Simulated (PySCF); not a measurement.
FGeH3O2.

```xyz
7

Ge     0.1806     0.0705    -0.2063
O     -0.7199     1.5573     0.1384
O     -0.9781    -1.2212    -0.6183
F      0.9838    -0.5182     1.2451
H      1.2406     0.3994    -1.2682
H     -1.5400     1.3534     0.6277
H     -0.7506    -2.0335    -0.1260
```
Charge 0, spin multiplicity 1.

Geometry: PBE-D3(BJ)/def2-SVP. One conformer was computed; it need not be the lowest.

Calculation: PBE0/pcSseg-1 in PySCF. Non-relativistic, no solvent.

Task: Give the absolute GIAO shielding of each atom: isotropic value and principal components (ppm). (An estimate is asked for; the answer gives what the named calculation found.)

Result: 
```
atom  σ(iso)     σ11     σ22     σ33   span
----  ------  ------  ------  ------  -----
Ge1   1328.9  1274.9  1334.1  1377.8  102.8
O2     261.2   222.3   254.2   307.0   84.6
O3     270.5   235.3   265.1   311.1   75.8
F4     312.9   250.6   294.7   393.5  142.8
H5      25.4    19.2    19.5    37.4   18.2
H6      29.0    21.2    23.9    41.9   20.7
H7      29.4    21.0    24.8    42.4   21.4
```
